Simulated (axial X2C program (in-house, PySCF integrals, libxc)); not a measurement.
# Worked dissociation energy of TiN: BLYP, spin-free

Computed with an in-house all-electron X2C program for linear molecules (integrals from PySCF). Spin-free means the one-electron spin-free X2C Hamiltonian. Basis: Ti dyall-cv3z [10s10p6d4f2g], N dyall-av3z [7s7p3d2f] (cores contracted in-house); Gaussian nuclei, density fitting, unrestricted open shells. Masses: Ti 47.948 u, N 14.003 u.

Molecular state: M_S = 1/2, Λ = 0 (beyond evenly filled blocks: σα).

* E(Ti) (2M_S = 2, M_L = 0): -853.766943 hartree
* E(N) (2M_S = 3, M_L = 0): -54.623237 hartree
* E(TiN) at Re: -908.613784 hartree
* ωe: 1073.6 cm⁻¹
* ωexe: 4.13 cm⁻¹

Task: Work out De and D0.

Result: De = -853.766943 + (-54.623237) − (-908.613784) = 0.22360 hartree = 6.085 eV. The zero-point energy is ωe/2 − ωexe/4 = 536 cm⁻¹ = 0.066 eV, so D0 = 6.018 eV.

The state is one determinant whose occupation by symmetry is held fixed; it was picked as the lowest of a PBE0 search that is not exhaustive. De is counted from the lowest determinant-based energies of the atoms at the same level, without counterpoise correction.

Each atomic determinant is the lowest at this level and need not be a pure term. Totals compare only within one Hamiltonian and basis.
